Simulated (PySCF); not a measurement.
Al(F)(I)(NMe2) (C2H6AlFIN), SMILES C[N](C)[Al]([F])[I].

Geometry optimised at PBE0-D3(BJ)/def2-SVP. The def2 effective core potentials stand for the cores of I; spin–orbit coupling is left out. Other conformers were not sampled.

These are PBE/def2-TZVP run with PySCF values and carry that method's errors.

```
Item                                                                                                             Value
---------------------------------------------------------------------------------------------  -----------------------
total energy                                                                                        -774.40161 hartree
point group                                                                                                         Cs
highest occupied level                                                                                        -5.52 eV
lowest empty level                                                                                            -1.70 eV
orbital gap                                                                                                    3.83 eV
dipole moment                                                                                                   2.11 D
quadrupole, principal values (traceless, Buckingham form, about the centre of nuclear charge)    -7.33, 1.63, 5.70 D·Å
mean static polarisability                                                                       92.6 bohr³ (13.73 Å³)
polarisability, principal values                                                               71.7, 85.6, 120.5 bohr³
```
